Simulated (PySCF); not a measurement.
Ligand exchange on a metal centre used in film growth or etching (Zr F-Br). Gas-phase values, no solvent.

The numbers are results of TPSSh-D3(BJ)/def2-TZVP // r2SCAN-D4/def2-SVP in PySCF, not measurements. 

| species | LUMO (eV) | charge on the central atom (Mulliken) (e) |
|---|---|---|
| 1 of 4 F replaced by Br ([Zr(F)3(Br)]) | -2.35 | 1.70 |
| 2 of 4 F replaced by Br ([Zr(F)2(Br)2]) | -2.85 | 1.58 |
| 3 of 4 F replaced by Br | -3.10 | [?] |

Task: Some entries are withheld; supply them.

Result: 
- 3 of 4 F replaced by Br, charge on the central atom (Mulliken) (e): 1.44
